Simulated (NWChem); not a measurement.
System meant: GaH3S3; SMILES [SH][Ga]([SH])[SH]

The following NWChem deck was run.

```
start job
memory heap 200 mb stack 900 mb global 1100 mb
geometry units angstroms noautoz
  Ga     0.023945    -0.019664     0.014220
  S      1.161970    -1.919428    -0.055843
  H      0.034273    -2.668045    -0.219605
  S     -2.190161    -0.067002    -0.182507
  H     -2.319727     1.285103    -0.072115
  S      1.204710     1.840442     0.282313
  H      0.104459     2.644220     0.257246
end
basis spherical
  * library def2-svp
end
dft
  xc b3lyp
  iterations 4
  mulliken
end
task dft energy
```

End of the output:

```
    Atom       Charge   Shell Charges
 -----------   ------   -------------------------------------------------------
    1 Ga  31    31.28   2.00  2.00  1.94  0.77  0.31  5.99  5.84  1.09  0.84  7.77  2.04  0.70
    2 S   16    15.90   2.00  1.95  0.98  0.65  5.81  1.88  2.59  0.05
    3 H    1     1.00   0.61  0.31  0.08
    4 S   16    15.91   2.00  1.95  0.98  0.65  5.81  1.88  2.59  0.05
    5 H    1     1.00   0.61  0.31  0.08
    6 S   16    15.90   2.00  1.95  0.98  0.65  5.81  1.88  2.58  0.05
    7 H    1     1.00   0.61  0.31  0.08

 center of mass
 --------------
 x =  -0.02377109 y =  -0.01727045 z =   0.00000000

 moments of inertia (a.u.)
 ------------------
         898.822980311277          -0.000000000000           0.000000000000
          -0.000000000000         865.558946538211           0.000000000000
           0.000000000000           0.000000000000        1764.381926849489

     Multipole analysis of the density
     ---------------------------------

     L   x y z        total         alpha         beta         nuclear
     -   - - -        -----         -----         ----         -------
     0   0 0 0     -0.000000    -41.000000    -41.000000     82.000000

     1   1 0 0      0.549560      0.274780      0.274780      0.000000
     1   0 1 0      0.383081      0.191541      0.191541     -0.000000
     1   0 0 1     -0.000000     -0.000000     -0.000000      0.000000

     2   2 0 0    -38.552452   -250.275388   -250.275388    461.998324
     2   1 1 0     -1.226082      1.158478      1.158478     -3.543038
     2   1 0 1      0.000000      0.000000      0.000000      0.000000
     2   0 2 0    -45.479451   -252.199552   -252.199552    458.919653
     2   0 1 1      0.000000      0.000000      0.000000      0.000000
     2   0 0 2    -43.556221    -21.778110    -21.778110      0.000000

 ------------------------------------------------------------------------
 dft energy failed                                                                                  0
 ------------------------------------------------------------------------
 ------------------------------------------------------------------------
  current input line :
    20: task dft energy
 ------------------------------------------------------------------------
 ------------------------------------------------------------------------
 This type of error is most commonly associated with calculations not reaching convergence criteria
 ------------------------------------------------------------------------
 For more information see the NWChem manual at https://nwchemgit.github.io

0:dft energy failed:Received an Error in Communication
```

Question: Find the fault in this run and fix the input.

Answer: Convergence was not reached. Cause: the SCF was allowed too few iterations. This input runs:
```
start job
memory heap 200 mb stack 900 mb global 1100 mb
geometry units angstroms noautoz
  Ga     0.023945    -0.019664     0.014220
  S      1.161970    -1.919428    -0.055843
  H      0.034273    -2.668045    -0.219605
  S     -2.190161    -0.067002    -0.182507
  H     -2.319727     1.285103    -0.072115
  S      1.204710     1.840442     0.282313
  H      0.104459     2.644220     0.257246
end
basis spherical
  * library def2-svp
end
dft
  xc b3lyp
  iterations 150
  mulliken
end
task dft energy
```
It converges to -3120.82673 Ha (B3LYP/def2-SVP).
